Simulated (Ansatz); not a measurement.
The Ansatz (a first-principles code) input:
Ansatz 0.2 input:
```yaml
crystal:
  periodic: [false, false, false]
  atoms:
    - {symbol: C, position_ang: [-1.22457873, -0.01906345, 0.10161874]}
    - {symbol: Si, position_ang: [0.60420578, -0.02543801, -0.11297354]}
    - {symbol: H, position_ang: [-1.69682545, 0.42945428, 0.96288896]}
    - {symbol: H, position_ang: [-1.91155677, -0.45255228, -0.60381101]}
    - {symbol: H, position_ang: [1.31358307, -0.81023062, 0.89257812]}
    - {symbol: H, position_ang: [1.18339064, 1.30384147, -0.27973891]}
basis:
  gaussian:
    orbitals: def2-SVP
hamiltonian:
  xc: b3lyp
magnetization: {spin_polarized: true, initial_magnetization: 2}
```

What is the computed number of basis functions (Ansatz with B3LYP/def2-SVP)?

52

What total energy does B3LYP/def2-SVP give?

-329.7828 Eh

Estimate the <S^2> that B3LYP/def2-SVP returns for this input.

2.004
